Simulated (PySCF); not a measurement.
Al(Cl)(Et)(Vi), SMILES C[CH2][Al]([Cl])[CH]=C (C₄H₈AlCl), singlet, PBE0/def2-SVP optimised geometry.

```
14

Al    -0.95    -0.91     0.00
Cl    -1.88    -2.82     0.00
C     -2.15     0.63     0.00
C     -1.56     2.04     0.00
H     -2.83     0.50     0.87
H     -2.82     0.50    -0.87
H     -0.93     2.23    -0.88
H     -0.93     2.22     0.89
H     -2.34     2.82     0.00
C      0.99    -0.91     0.00
C      1.73     0.21     0.00
H      1.54    -1.86     0.00
H      2.83     0.19     0.00
H      1.28     1.21     0.00
```

Density from PySCF with PBE0/def2-TZVP at that geometry.

Minimum of the electron density along straight lines between bonded atoms, close to the bond critical point (lines longer than 1.1 times the sum of covalent radii, or with two minima, are not listed):

```tsv
bond	length / Å	ρ at the minimum / e bohr⁻³	∇²ρ there / e bohr⁻⁵	position (fraction from the first atom)
Al1–Cl2	2.121	[?]	0.29	0.38
Al1–C3	1.957	0.088	0.25	0.40
C3–C4	1.529	0.239	[?]	0.50
C3–H5	1.107	0.263	-0.84	0.64
C3–H6	1.107	0.263	-0.84	0.64
C4–H7	1.102	0.271	-0.91	0.64
C4–H8	1.102	0.271	-0.91	0.64
C4–H9	1.103	0.271	-0.91	0.64
Al1–C10	1.942	0.089	0.28	0.40
C10–C11	1.344	[?]	-1.02	0.49
C10–H12	1.100	0.272	-0.92	0.64
C11–H13	1.098	0.277	-0.96	0.65
C11–H14	1.097	0.278	-0.97	0.65
```

Q: Fill in the missing entries.

A: 
- Al1–Cl2, ρ at the minimum / e bohr⁻³: 0.071
- C3–C4, ∇²ρ there / e bohr⁻⁵: -0.57
- C10–C11, ρ at the minimum / e bohr⁻³: 0.342
